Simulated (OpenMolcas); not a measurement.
Computed levels of 3d in ions with 19 electrons, in cm-1 above 2D 3/2.

```yaml
Program: OpenMolcas
Method: SS-CASPT2, IPEA 0.25 Eh, imaginary shift 0.1 Eh
Basis: ANO-R2
Scalar_Hamiltonian: X2C, finite nucleus
Spin-orbit_coupling: RASSI with atomic mean-field integrals over the reference wave functions, term energies averaged over their components
```

Active space for each ion: 1 electron in 5 orbitals (3d); closed shells correlated by CASPT2: 3s 3p.

```
 Level  Sc2+  V4+  Cr5+  Mn6+  Fe7+
2D 5/2   201  588   930  1317  1773
```

Task: Estimate 2D 5/2 for Ti3+ from its neighbours Sc2+ and V4+.

Result: 2D 5/2 is fine structure, which grows about as the fourth power of a screened charge, so the fourth roots are averaged: ((201^0.25 + 588^0.25) / 2)^4 = 356. The calculation gives 360, so the estimate is off by -1.1 %; the measured value is 382 (Corliss and Sugar, J. Phys. Chem. Ref. Data 8, 1 (1979)).

CASPT2 breaks the degeneracy within a term, and the mean is taken; among the terms shown or strongly mixed into the levels shown the widest spread is 21 cm-1 (3d 2D, Cr5+). With one active electron, CASPT2 adds the correlation within the correlated inactive shells and between them and that electron, and leaves the splitting within a term as the reference gives it. Measured partners are found by configuration, term and J. A level has none where our copy of the source lacks it or the pairing is in doubt (some pairs that miss far off the trend of their configuration count as doubtful), and it then counts in no deviation. Levels of configurations outside the active space are missing.
